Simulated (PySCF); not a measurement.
C3H8OZn (SMILES C[CH2][Zn][O]C), singlet, at a GFN2-xTB geometry (such geometries of metal compounds can be far from the true shape), atoms displaced at random by about 0.08 Å a coordinate; R2SCAN/STO-3G, gradient (PySCF).

Here is a job for PySCF.
```python
from pyscf import gto, scf, dft

mol = gto.Mole()
mol.atom = '''
    Zn   -0.274009    0.304351    0.433238
    C     0.100744   -1.275901    1.680028
    C     0.753698   -2.308931    0.736511
    H    -0.850619   -1.526383    2.233431
    H     0.890605   -0.863014    2.404145
    H     1.628337   -2.058528    0.221241
    H    -0.224801   -2.577951    0.020127
    H     0.861022   -3.183164    1.278706
    O    -0.018495    0.853897   -1.245393
    C    -0.107458    1.493901   -2.307428
    H     0.561677    2.502114   -2.258487
    H     0.349463    1.024845   -3.237123
    H    -1.078811    1.768337   -2.641666
'''
mol.basis = 'sto-3g'
mol.charge = 0
mol.spin = 0
mol.verbose = 4
mol.build()

mf = dft.RKS(mol)
mf.xc = 'r2scan'
mf.kernel()
g = mf.nuc_grad_method()
grad = g.kernel()
```

It wrote (shortened):

```
PySCF version 2.14.0

[INPUT] verbose = 4
[INPUT] num. atoms = 13
[INPUT] num. electrons = 64
[INPUT] charge = 0
[INPUT] spin (= nelec alpha-beta = 2S) = 0
[INPUT] symmetry False subgroup None
[INPUT] Mole.unit = angstrom
[INPUT] Symbol           X                Y                Z      unit          X                Y                Z       unit  Magmom
[...]
nuclear repulsion = 330.237215292691
number of shells = 28
number of NR pGTOs = 138
number of NR cGTOs = 46
basis = sto-3g
ecp = {}

******** <class 'pyscf.dft.rks.RKS'> ********
method = RKS
initial guess = minao
damping factor = 0
level_shift factor = 0
DIIS = <class 'pyscf.scf.diis.CDIIS'>
diis_start_cycle = 1
diis_space = 8
diis_damp = 0
SCF conv_tol = 1e-09
SCF conv_tol_grad = None
SCF max_cycles = 50
direct_scf = True
direct_scf_tol = 1e-13
XC library pyscf.dft.libxc version 7.1.2
    S. Lehtola, C. Steigemann, M. J. T. Oliveira, and M. A. L. Marques,  SoftwareX 7, 1–5 (2018)
XC functionals = r2scan
    J. W. Furness, A. D. Kaplan, J. Ning, J. P. Perdew, and J. Sun,  J. Phys. Chem. Lett. 11, 8208–8215 (2020)
    J. W. Furness, A. D. Kaplan, J. Ning, J. P. Perdew, and J. Sun,  J. Phys. Chem. Lett. 11, 9248–9248 (2020)
    J. W. Furness, A. D. Kaplan, J. Ning, J. P. Perdew, and J. Sun,  J. Phys. Chem. Lett. 11, 8208–8215 (2020)
    J. W. Furness, A. D. Kaplan, J. Ning, J. P. Perdew, and J. Sun,  J. Phys. Chem. Lett. 11, 9248–9248 (2020)
radial grids:
    Treutler-Ahlrichs [JCP 102, 346 (1995); DOI:10.1063/1.469408] (M4) radial grids

becke partition: Becke, JCP 88, 2547 (1988); DOI:10.1063/1.454033
pruning grids: <function nwchem_prune>
grids dens level: 3
symmetrized grids: False
atomic radii adjust function: <function treutler_atomic_radii_adjust>
small_rho_cutoff = 0
Set gradient conv threshold to 3.16228e-05
Initial guess from minao.
tot grids = 155544
init E= -1948.77145984351
[...]
cycle= 1 E= -1940.6072871469  delta_E= 8.16  |g|= 4.75  |ddm|= 7.13
[...]
cycle= 2 E= -1940.93763302042  delta_E= -0.33  |g|= 3.22  |ddm|= 6.79
[...]
cycle= 3 E= -1900.56800358101  delta_E= 40.4  |g|= 7.32  |ddm|= 14.9
[...]
cycle= 4 E= -1947.7689548774  delta_E= -47.2  |g|= 2.08  |ddm|= 12.7
[...]
cycle= 5 E= -1916.01927413953  delta_E= 31.7  |g|= 5.39  |ddm|= 11.3
[...]
cycle= 6 E= -1945.25448593273  delta_E= -29.2  |g|= 3.13  |ddm|= 9.04
[...]
cycle= 7 E= -1942.27533519082  delta_E= 2.98  |g|= 4.58  |ddm|=  4.1
[...]
cycle= 8 E= -1943.26285007025  delta_E= -0.988  |g|= 3.61  |ddm|= 1.16
[...]
cycle= 9 E= -1943.47202617489  delta_E= -0.209  |g|= 3.93  |ddm|= 3.62
[...]
cycle= 10 E= -1943.61211731508  delta_E= -0.14  |g|= 3.55  |ddm|= 2.53
[...]
cycle= 11 E= -1940.35541681957  delta_E= 3.26  |g|= 4.01  |ddm|= 5.66
[...]
cycle= 12 E= -1945.29910542444  delta_E= -4.94  |g|=  3.1  |ddm|= 5.56
[...]
cycle= 13 E= -1947.72313472181  delta_E= -2.42  |g|= 2.02  |ddm|= 5.95
[...]
cycle= 14 E= -1932.22356880868  delta_E= 15.5  |g|= 5.89  |ddm|= 8.18
[...]
cycle= 15 E= -1930.95915701906  delta_E= 1.26  |g|= 6.78  |ddm|= 1.56
[...]
cycle= 16 E= -1917.67024677582  delta_E= 13.3  |g|= 5.19  |ddm|= 6.34
[...]
cycle= 17 E= -1917.83954773098  delta_E= -0.169  |g|= 5.24  |ddm|= 0.558
[...]
cycle= 18 E= -1917.86809189308  delta_E= -0.0285  |g|= 5.42  |ddm|= 3.01
[...]
cycle= 19 E= -1933.01676949525  delta_E= -15.1  |g|= 5.02  |ddm|= 6.57
[...]
cycle= 20 E= -1941.40634432276  delta_E= -8.39  |g|= 4.25  |ddm|= 7.65
[...]
cycle= 21 E= -1945.58232230509  delta_E= -4.18  |g|= 2.99  |ddm|= 5.44
[...]
cycle= 22 E= -1947.94745123529  delta_E= -2.37  |g|= 1.96  |ddm|= 5.79
[...]
cycle= 23 E= -1943.41122615463  delta_E= 4.54  |g|= 2.94  |ddm|= 6.17
[...]
cycle= 24 E= -1919.72832581118  delta_E= 23.7  |g|= 6.83  |ddm|= 8.14
[...]
cycle= 25 E= -1950.30779044758  delta_E= -30.6  |g|= 0.422  |ddm|= 9.64
[...]
cycle= 26 E= -1944.3629615832  delta_E= 5.94  |g|= 3.24  |ddm|= 5.02
[...]
cycle= 27 E= -1944.94033489393  delta_E= -0.577  |g|= 3.13  |ddm|= 0.557
[...]
cycle= 28 E= -1944.74036423674  delta_E=  0.2  |g|= 3.15  |ddm|= 0.318
[...]
cycle= 29 E= -1944.77528434085  delta_E= -0.0349  |g|= 3.15  |ddm|= 0.0325
[...]
cycle= 30 E= -1944.12092354998  delta_E= 0.654  |g|= 3.24  |ddm|= 0.574
[...]
cycle= 31 E= -1945.76079795473  delta_E= -1.64  |g|= 2.84  |ddm|= 1.49
[...]
cycle= 32 E= -1947.04784271928  delta_E= -1.29  |g|= 2.07  |ddm|= 1.73
[...]
cycle= 33 E= -1950.0368445751  delta_E= -2.99  |g|= 1.01  |ddm|= 4.52
[...]
cycle= 34 E= -1949.58854563946  delta_E= 0.448  |g|= 1.01  |ddm|= 1.65
[...]
cycle= 35 E= -1950.28404590803  delta_E= -0.696  |g|= 0.519  |ddm|=  1.9
[...]
cycle= 36 E= -1949.83097173187  delta_E= 0.453  |g|= 1.04  |ddm|=  1.3
[...]
cycle= 37 E= -1949.81410102955  delta_E= 0.0169  |g|= 1.08  |ddm|= 0.162
[...]
cycle= 38 E= -1950.23223406953  delta_E= -0.418  |g|= 0.635  |ddm|= 1.17
[...]
cycle= 39 E= -1950.33651178991  delta_E= -0.104  |g|= 0.213  |ddm|= 2.53
[...]
cycle= 40 E= -1950.35399010486  delta_E= -0.0175  |g|= 0.154  |ddm|= 2.83
[...]
cycle= 41 E= -1950.34534536679  delta_E= 0.00864  |g|= 0.286  |ddm|= 1.85
[...]
cycle= 42 E= -1950.20798635571  delta_E= 0.137  |g|= 0.525  |ddm|= 2.83
[...]
cycle= 43 E= -1950.36332702847  delta_E= -0.155  |g|= 0.105  |ddm|= 1.54
[...]
cycle= 44 E= -1950.14977007733  delta_E= 0.214  |g|= 0.561  |ddm|= 3.05
[...]
cycle= 45 E= -1950.33992246982  delta_E= -0.19  |g|= 0.204  |ddm|= 1.46
[...]
cycle= 46 E= -1950.09930587056  delta_E= 0.241  |g|= 0.591  |ddm|= 2.88
[...]
cycle= 47 E= -1950.36150599309  delta_E= -0.262  |g|= 0.101  |ddm|= 3.03
[...]
cycle= 48 E= -1950.36240852091  delta_E= -0.000903  |g|= 0.121  |ddm|= 1.95
[...]
cycle= 49 E= -1950.10204288266  delta_E= 0.26  |g|= 0.68  |ddm|= 2.75
[...]
cycle= 50 E= -1950.00717156889  delta_E= 0.0949  |g|= 0.644  |ddm|= 1.57
SCF not converged.
SCF energy = -1950.00717156889

WARN: Ground state RKS not converged

******** <class 'pyscf.grad.rks.Gradients'> for <class 'pyscf.dft.rks.RKS'> ********
unit = Eh/Bohr
grid_response = False
--------------- RKS gradients ---------------
         x                y                z
0 Zn     0.0353247902    -0.0616395579     0.0217847483
1 C    -0.0446377746    -0.0871054312     0.0466613443
2 C     0.1500858434     0.0254610757     0.0139046024
3 H    -0.0255046979     0.0095289075     0.0147535802
4 H     0.0283482527     0.0179047416     0.0126886057
5 H    -0.0321004379    -0.0175802791     0.0228247155
6 H    -0.0761056521    -0.0098372950    -0.0259090078
7 H    -0.0235219903     0.0632928587    -0.0248104411
8 O    -0.0180607486     0.1731749207    -0.2562290191
9 C    -0.0725522887    -0.1253156838     0.1507904672
10 H     0.0302919042     0.0245338015     0.0052072530
11 H    -0.0016133612     0.0097534634     0.0040204667
12 H     0.0514027602    -0.0196964370     0.0114329978
----------------------------------------------
```

Convergence was not reached.
